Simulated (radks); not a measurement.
Effect of the nuclear size on the antimony ion Sb+, [Kr] 4d10 5s2 5p2. All-electron calculation, Dirac Kohn-Sham, LDA (Slater exchange, Perdew-Wang correlation), spin-unpolarised, spherical densities, finite nucleus; open shells are shared between the two j in proportion to 2j + 1; Fermi nuclear charge, rms radius 4.6802 fm. Program: a radial shooting solver on a logarithmic mesh with Libxc functionals. The rms radius is varied about that value; shifts are against it.

rms radius (fm)  total energy shift (eV)  density at nucleus (e/bohr^3)  1s1/2 shift (meV)  2s1/2 shift (meV)  4p1/2 shift (meV)  5s1/2 shift (meV)  5p1/2 shift (meV)  5p3/2 shift (meV)  6s1/2 (empty) shift (meV)
3.8799                             -1.45                      2.144e+05               -610              -70.3              0.237             -0.290              0.055              0.057                     -0.050
4.4509                            -0.440                      2.097e+05               -184              -21.3              0.072             -0.088              0.017              0.017                     -0.015
4.6802                                 0                      2.081e+05              0.000              0.000              0.000              0.000              0.000              0.000                      0.000
5.0265                             0.700                      2.057e+05                293               33.8             -0.114              0.139             -0.027             -0.028                      0.024
5.5039                              1.73                      2.028e+05                726               83.8             -0.282              0.345             -0.066             -0.068                      0.059

Slopes of the eigenvalues against <r^2> in GHz/fm^2, as finite differences over the two radii next to the reference (eigenvalue slopes, not the field-shift constants of lines): 1s1/2 21200, 2s1/2 2440, 4p1/2 -8.22, 5s1/2 10.1, 5p1/2 -1.92, 5p3/2 -1.99, 6s1/2 (empty) 1.73.
